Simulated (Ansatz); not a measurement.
Cost and result for the atomization energy of CH₂Cl₂GeO (7 atoms, 6 bonds).

```xyz
7

Cl   -2.183    0.875   -1.652
C    -0.801    0.493   -0.715
O    -0.891    0.050    0.396
Ge    0.845   -0.304    1.753
Cl    2.282    0.034    0.058
H     0.152    0.686   -1.218
H     0.596   -1.835    1.378
```

Charge 0, multiplicity 1. Correlated methods include outer-core shells of Ge, which these sets cover unevenly. Scalar relativity is left out up to krypton. The bonds changed during the relaxation, so this is another structure than the one it started from. All single points use the PBE0-D4/def2-TZVP geometry. Program: Ansatz. All runs use 4 threads of an Intel Xeon on a shared host. Times are those of one run each, without the atoms' runs, and a repeat can differ threefold. Electronic energies, without spin–orbit coupling; frozen cores. CCSD(T)/CBS adds CCSD(T) − MP2 in def2-TZVPP to the MP2 limit, and its time is that of the two runs behind it. T1 = 0.014. With those shells the extrapolation isn't a true limit. B3LYP takes the VWN-RPA correlation (the form of Gaussian; ORCA's B3LYP/G). HSE06 is the plane-wave form, built on full-range PBE exchange.

CCSD(T)/CBS is a level of theory with its own doubt, some kJ/mol a heavy atom from the limit and from the frozen cores, so smaller differences don't rank the functionals.

```tsv
level	functions	wall time	atomization (kcal/mol)	difference from CCSD(T)/CBS	per bond
LDA (SPW92)/def2-TZVPP	222	1.1 s	651.0	107.9	18.0
revPBE-D4/def2-TZVPP	222	1.5 s	549.9	6.8	1.1
BLYP-D4/def2-TZVPP	222	1.6 s	550.1	7.0	1.2
PBE-D4/def2-TZVPP (with forces)	222	1.9 s	568.0	24.9	4.2
HSE06-D4/def2-TZVPP	222	2.7 s	545.7	2.6	0.4
B3LYP-D4/def2-TZVPP (with forces)	222	3.6 s	541.5	-1.6	-0.3
r2SCANh-D4/def2-TZVPP	222	3.7 s	541.3	-1.8	-0.3
CCSD(T)/def2-SVP	106	4 s	503.1	-40.0	-6.7
ωB97X-V/def2-TZVPP	222	5.5 s	544.9	1.8	0.3
ωB97M-V/def2-TZVPP (with forces)	222	7.5 s	545.4	2.3	0.4
MP2/def2-QZVPP	403	14 s	553.7	10.6	1.8
CCSD(T)/def2-TZVPP	222	71 s	524.3	-18.8	-3.1
CCSD(T)/CBS(def2)	–	85 s	543.1	0.0	0.0
```

From BLYP to BHLYP (50 % exact exchange), in def2-TZVPP and without D4, the atomization energy moves by −33.3 kcal/mol: exact exchange takes away binding that semilocal exchange gives to molecules. In def2-TZVPP, CCSD(T) changes the Hartree–Fock value by +168.2 kcal/mol (the triples alone add +15.0 kcal/mol) and MP2 by +186.6 kcal/mol; breaking electron pairs costs correlation energy, which Hartree–Fock lacks. The D4 term adds +7.8 kcal/mol with B3LYP and +4.1 kcal/mol with PBE0; it sums over pairs of atoms, weighted by their polarisabilities, and B3LYP, whose exchange is more repulsive, gets the larger term.

For some Ge, Se and Sn compounds the MP2-based and the directly extrapolated limit differ by 10 to 25 kJ/mol.
